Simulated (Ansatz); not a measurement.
Mulliken charges of CH5FNSi (`C[Si](N)F`) radical from r2SCAN/def2-TZVPP in Ansatz (PBE0-D4/def2-TZVP geometry).

| atom | x (Å) | y (Å) | z (Å) | charge (e) |
| --- | --- | --- | --- | --- |
| C1 | -0.510 | 1.046 | -0.656 | -0.295 |
| Si2 | 0.772 | -0.273 | -0.331 | 0.497 |
| N3 | 0.402 | -1.030 | 1.166 | -0.407 |
| F4 | 0.655 | -1.424 | -1.451 | -0.327 |
| H5 | -0.322 | 1.542 | -1.610 | 0.078 |
| H6 | -0.489 | 1.805 | 0.130 | 0.068 |
| H7 | -1.505 | 0.592 | -0.683 | 0.082 |
| H8 | 0.170 | -0.454 | 1.961 | 0.147 |
| H9 | 0.914 | -1.849 | 1.456 | 0.157 |

Problem. By hand: the dipole of these point charges (1 e Å = 4.8032 D).

Solution. Σ q r = (0.143, 0.375, 0.373) e Å, of length 0.548 e Å = 2.63 D.

Problem. How does the dipole of the full density compare? (An estimate is asked.)

Solution. Computed: (-0.058, 0.205, 0.432) e Å, 2.31 D; the point charges give 1.14 times that, at 29° from its direction.

Point charges leave out the atoms' own dipoles, such as those of lone pairs, and Mulliken's split depends on the basis, so the two needn't agree.
